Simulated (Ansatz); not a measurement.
`F[Si]Br` + H₂S → `S[Si]Br` + H–F at 298.15 K and 1 bar (ligand exchange at the Si–F bond).

Gas-phase electronic energies from Ansatz, PBE0-D4/def2-TZVP geometries. CCSD(T)/CBS is the MP2 limit (def2-TZVPP, def2-QZVPP) plus CCSD(T) − MP2 in def2-TZVPP, frozen cores. This one scheme is used for every species. For Br outer-core shells are correlated without core-valence functions, which leaves a few kJ/mol of doubt a bond. Scalar relativity is left out up to krypton. One conformer a species, not always the lowest.

```tsv
species	CCSD(T)/CBS energy (Eh)	H − E (kJ/mol)	S (J/(mol·K))
`F[Si]Br`	-2962.26094	21.2	287.3
H₂S	-398.97279	49.9	205.7
`S[Si]Br`	-3260.81547	43.4	305.1
H–F	-100.39570	33.5	173.6
```

H − E and S are ideal-gas, rigid-rotor, harmonic terms from PBE0-D4/def2-TZVP, for one conformer and one mirror image of each species. 1 Eh = 2625.50 kJ/mol, R = 8.31446 J/(mol·K).

Problem. By hand: ΔE, ΔH, ΔS and ΔG.

Solution. ΔE = (-3260.81547) + (-100.39570) − (-2962.26094) − (-398.97279) = 0.02256 Eh = 59.2 kJ/mol. Δ(H − E) = 43.4 + 33.5 − 21.2 − 49.9 = 5.8, so ΔH = 65.0 kJ/mol. ΔS = 305.1 + 173.6 − 287.3 − 205.7 = -14.3 J/(mol·K). ΔG = 65.0 − 298.15 × (-14.3)/1000 = 69.3 kJ/mol.

Problem. By hand: the equilibrium constant, and the temperature at which ΔG would vanish if ΔH and ΔS stayed fixed.

Solution. log₁₀ K = −ΔG/(RT ln 10) = -12.1. ΔH and −TΔS have one sign here, so there is no such temperature.

The number of gas molecules stays the same, so ΔS is small and ΔH decides. A doubt of 5 kJ/mol in ΔE shifts log₁₀ K by 0.9 here. Other conformers and mirror images would add mixing entropy, several J/(mol·K) or more a flexible species. These are equilibria of isolated gas molecules and say nothing of rates. Largest T1 diagnostic: 0.012 (customary marks: 0.02 for closed shells, 0.045 for open ones).
